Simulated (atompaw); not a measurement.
**Logarithmic derivatives: Mn (Z = 25), PAW (atompaw)**

Mn, PAW, made with atompaw 4.2.0.5 (PBE, scalar-relativistic). Core [Ne], reference 3s2 3p6 3d5 4s2 4p0. Waves: 3s (bound): rc 1.35 bohr; 4s (bound): rc 1.75 bohr; 3p (bound): rc 1.60 bohr; 4p (bound, empty): rc 1.75 bohr; 3d (bound): rc 1.35 bohr; 3d channel at 1 Ry: rc 1.35 bohr. Local part: ultrasoft scheme with l = 3 at 0.5 Ry, radius 1.60 bohr. Core correction: smooth core density matched at 1.45 bohr. Augmentation charge: gaussian compensation charge, radius 1.30 bohr; PAW radius 1.75 bohr; waves and projectors: custom polynom gramschmidtortho.

The phase is arctan(r·u′/u) with u = r·R(r), unwrapped; energies in Ry, scanned from -8 to 5 Ry. A pole is an energy at which the radial function vanishes at the test radius. The pseudo phase is shifted by a multiple of π to meet the all-electron one at the reference energy, and phase errors are pseudo minus all-electron; the curves can meet again beyond the range given. Levels narrower than the energy grid can be missing from the lists of poles.

| channel | radius (bohr) | reference energy (Ry) | poles, all-electron | poles, pseudo | unbroken range about the reference energy with phases within 0.05 rad | phase error 1 Ry above the reference energy (rad) |
| --- | --- | --- | --- | --- | --- | --- |
| s | 1.75 | -0.38 | -6.05 | -6.06, 2.58 | -6.5 to 0.6 | -0.063 |
| p | 1.75 | -0.10 | -3.61 | -3.61 | below 2.5 | +0.001 |
| d | 1.75 | -0.50 | 0.31 | 0.31 | below 4.5 | +0.000 |

Phases in the p channel:

```csv
E (Ry),all-electron,pseudo
-8.00,1.337,1.339
-7.76,1.332,1.334
-7.52,1.325,1.327
-7.28,1.318,1.320
-7.04,1.310,1.312
-6.80,1.301,1.303
-6.56,1.290,1.292
-6.32,1.277,1.280
-6.08,1.262,1.264
-5.84,1.243,1.245
-5.60,1.218,1.221
-5.36,1.184,1.187
-5.12,1.132,1.135
-4.88,1.044,1.047
-4.64,0.856,0.860
-4.40,0.284,0.289
-4.16,-0.894,-0.893
-3.92,-1.375,-1.375
-3.68,-1.542,-1.542
-3.44,-1.625,-1.625
-3.20,-1.676,-1.675
-2.96,-1.712,-1.712
-2.72,-1.740,-1.740
-2.48,-1.764,-1.763
-2.24,-1.784,-1.784
-2.00,-1.804,-1.803
-1.76,-1.822,-1.822
-1.52,-1.841,-1.840
-1.28,-1.859,-1.859
-1.04,-1.878,-1.878
-0.80,-1.899,-1.899
-0.56,-1.921,-1.921
-0.32,-1.945,-1.945
-0.08,-1.972,-1.972
0.16,-2.003,-2.003
0.40,-2.038,-2.038
0.64,-2.079,-2.078
0.88,-2.126,-2.125
1.12,-2.184,-2.181
1.36,-2.254,-2.249
1.60,-2.340,-2.332
1.84,-2.448,-2.435
2.08,-2.584,-2.562
2.32,-2.754,-2.719
2.56,-2.958,-2.907
2.80,-3.187,-3.120
3.04,-3.422,-3.342
3.28,-3.638,-3.553
3.52,-3.821,-3.738
3.76,-3.970,-3.891
4.00,-4.088,-4.015
4.24,-4.182,-4.115
4.48,-4.258,-4.195
4.72,-4.319,-4.261
4.96,-4.370,-4.315
```
